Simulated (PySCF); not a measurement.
thionyl fluoride anion (F₂OS), SMILES S(F)(=O)F (connectivity only; charge and spin as stated), charge -1, multiplicity 2. Atoms are numbered in the order given.

```xyz
4

O      0.0000     0.0000     1.2995
S      0.0000     0.0000    -0.1943
F      0.0000    -1.8630    -0.4048
F      0.0000     1.8630    -0.4048
```
Charge -1, spin multiplicity 2.

The structure is a stationary point at ωB97X-D3(BJ)/def2-SVPD. The spin state was assumed, not searched.

Two levels are set side by side: PBE/pcH-1 (PySCF) and B3LYP/pcH-1 (PySCF). Contact hyperfine couplings, same geometry. Differences are taken from unrounded values.

```csv
quantity,PBE
"A(iso) of 17O, atom O1 (MHz)",-14.2
"A(iso) of 33S, atom S2 (MHz)",-10.5
"A(iso) of 19F, atom F3 (MHz)",3.1
"A(iso) of 19F, atom F4 (MHz)",3.1
```

Problem. These are the PBE values. What does B3LYP give? (An estimate is asked for; the answer gives what the named calculation found.)

Solution. 
```
quantity                      B3LYP  PBE minus B3LYP
----------------------------  -----  ---------------
A(iso) of 17O, atom O1 (MHz)  -29.9             15.8
A(iso) of 33S, atom S2 (MHz)    1.8            -12.3
A(iso) of 19F, atom F3 (MHz)    7.9             -4.7
A(iso) of 19F, atom F4 (MHz)    7.9             -4.7
```

Rough cost on one machine, each run with all the roots and properties that it gave: B3LYP against PBE about 1/3.
